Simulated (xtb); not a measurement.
xtb input (GFN1-xTB):

```bash
xtb mol.xyz --gfn 1 --opt tight --chrg 1 --uhf 0
```
mol.xyz:
```
2

C     -0.00000000    -0.00000000    -0.63123353
N      0.00000000     0.00000000     0.54105731
```

End of the output:

```
         :::::::::::::::::::::::::::::::::::::::::::::::::::::
         ::                     SUMMARY                     ::
         :::::::::::::::::::::::::::::::::::::::::::::::::::::
         :: total energy              -4.488027954255 Eh    ::
         :: gradient norm              0.000143905413 Eh/a0 ::
         :: HOMO-LUMO gap              2.458601427533 eV    ::
         ::.................................................::
         :: SCC energy                -4.610547998808 Eh    ::
         :: -> electrostatic           0.218014740980 Eh    ::
         :: repulsion energy           0.122716281736 Eh    ::
         :: dispersion energy         -0.000196237182 Eh    ::
         :: halogen bond corr.         0.000000000000 Eh    ::
         :: add. restraining           0.000000000000 Eh    ::
         :: total charge               1.000000000000 e     ::
         :::::::::::::::::::::::::::::::::::::::::::::::::::::

           -------------------------------------------------
          |                Property Printout                |
           -------------------------------------------------

    * Orbital Energies and Occupations

         #    Occupation            Energy/Eh            Energy/eV
      -------------------------------------------------------------
         1        2.0000           -1.2006094             -32.6702
         2        2.0000           -0.9905511             -26.9543
         3        2.0000           -0.9578282             -26.0638
         4        2.0000           -0.9578282             -26.0638 (HOMO)
         5                         -0.8674762             -23.6052 (LUMO)
         6                         -0.6631658             -18.0457
         7                         -0.6631658             -18.0457
         8                          0.8583565              23.3571
      -------------------------------------------------------------
                  HL-Gap            0.0903519 Eh            2.4586 eV
             Fermi-level           -0.9126522 Eh          -24.8345 eV

  Mulliken/CM5 charges         n(s)   n(p)   n(d)
     1C     0.64794  0.77879   1.173  2.179  0.000
     2N     0.35206  0.22121   1.568  3.080  0.000

Wiberg/Mayer (AO) data.
largest (>0.10) Wiberg bond orders for each atom

 ---------------------------------------------------------------------------
     #   Z sym  total        # sym  WBO       # sym  WBO       # sym  WBO
 ---------------------------------------------------------------------------
     1   6 C    3.567 --     2 N    3.567
     2   7 N    3.567 --     1 C    3.567
 ---------------------------------------------------------------------------

Topologies differ in total number of bonds
Writing topology from bond orders to xtbtopo.mol

 dipole moment from electron density (au)
     X       Y       Z
  -0.0000  -0.0000  -0.8109  total (Debye):    2.061

           -------------------------------------------------
          |                Geometry Summary                 |
           -------------------------------------------------

      molecular mass/u    :       26.0174391
   center of mass at/Å    :        0.0000000       0.0000000      -0.0023549
  moments of inertia/u·Å² :        0.0000000E+00   0.8025184E+01   0.8025184E+01
rotational constants/cm⁻¹ :             Infinity   0.2100591E+01   0.2100591E+01

 * 1 selected distances

     #   Z          #   Z                                           value/Å
     0   0          0   0                                         0.0000000 (max)

 * 0 distinct bonds (by element types)

   Z      Z             #   av. dist./Å        max./Å        min./Å

optimized geometry written to: xtbopt.xyz

           -------------------------------------------------
          | TOTAL ENERGY               -4.488027954255 Eh   |
          | GRADIENT NORM               0.000143905413 Eh/α |
          | HOMO-LUMO GAP               2.458601427533 eV   |
           -------------------------------------------------

------------------------------------------------------------------------
------------------------------------------------------------------------
 total:
 SCF:
 ANC optimizer:
Note: The following floating-point exceptions are signalling: IEEE_DIVIDE_BY_ZERO IEEE_DENORMAL
normal termination of xtb
```

This is an excited singlet: at this geometry the triplet lies 1.06 eV lower at wB97M-V/def2-TZVPD.
